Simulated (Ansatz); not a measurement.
Cost and result up the ladder for `C=CCCCCCCCC` (30 atoms). Total charge 0; singlet. Geometry: PBE-D4/def2-SVP.

```xyz
30

C     0.610    0.215   -5.311
C     0.871   -0.338   -4.114
C     1.827    0.222   -3.096
C     1.155    0.710   -1.795
C     0.477   -0.386   -0.969
C    -0.136    0.125    0.338
C    -0.801   -0.972    1.176
C    -1.488   -0.481    2.458
C    -0.545    0.111    3.512
C    -1.259    0.519    4.800
H    -0.114   -0.232   -6.012
H     1.112    1.143   -5.635
H     0.339   -1.266   -3.833
H     2.394    1.061   -3.551
H     2.576   -0.560   -2.831
H     1.927    1.208   -1.167
H     0.411    1.497   -2.049
H    -0.318   -0.880   -1.571
H     1.218   -1.185   -0.739
H     0.656    0.631    0.934
H    -0.887    0.915    0.107
H    -1.551   -1.498    0.544
H    -0.041   -1.743    1.440
H    -2.261    0.276    2.193
H    -2.046   -1.328    2.915
H    -0.015    0.992    3.090
H     0.251   -0.633    3.743
H    -2.040    1.284    4.603
H    -0.557    0.945    5.545
H    -1.764   -0.349    5.275
```

Ansatz on 4 threads of Arm Neoverse V1 on a shared host. Times are rough, and most runs start from the orbitals of an earlier one. PBE0-D4/def2-TZVP serves as the yardstick here, not as an exact answer. Differences are given only for rows in sets of like size (and for xTB, whose basis is part of the method), since another set adds its own error. Binding counts from free atoms at the same level (C triplet, H doublet; other spins of the atoms weren't run), without zero-point energy or a counterpoise term.

B3LYP takes the VWN-RPA correlation. HSE06 is defined as in plane-wave codes, on full-range PBE exchange. Correlated methods freeze 10 core orbitals. The rows differ in basis, and correlated rows in double-zeta sets carry the largest basis error.

Run but left out: HF/STO-3G (restricted singlet, unstable in another Hartree–Fock run and untested here).

Correlated methods converge slowly with the basis, most of all in double-zeta sets.

```csv
level,functions,wall time
PBE-D4/def2-SVP,240,4.2 s
PBE-D4/def2-TZVP,430,7.5 s
PBE0-D4/def2-SVP,240,7.5 s
MP2/def2-SVP,240,8.5 s
B3LYP-D4/def2-TZVP,430,17 s
HSE06-D4/def2-TZVP,430,17 s
r2SCAN-D4/def2-TZVP (with forces),430,18 s
PBE0-D4/def2-TZVP (with forces),430,24 s
```

**Question.** Estimate what each level gives for the binding energy per atom (eV).

**Answer.** 
```
                            level  binding energy per atom (eV)  difference from PBE0-D4/def2-TZVP (eV)                  remarks
                  PBE-D4/def2-SVP                          4.34                                       –                        –
                 PBE-D4/def2-TZVP                          4.29                                    0.05                        –
                 PBE0-D4/def2-SVP                          4.30                                       –                        –
                     MP2/def2-SVP                          4.10                                       –  restricted SCF unstable
               B3LYP-D4/def2-TZVP                          4.21                                   -0.03                        –
               HSE06-D4/def2-TZVP                          4.25                                    0.00                        –
r2SCAN-D4/def2-TZVP (with forces)                          4.22                                   -0.03                        –
  PBE0-D4/def2-TZVP (with forces)                          4.25                                    0.00                        –
```
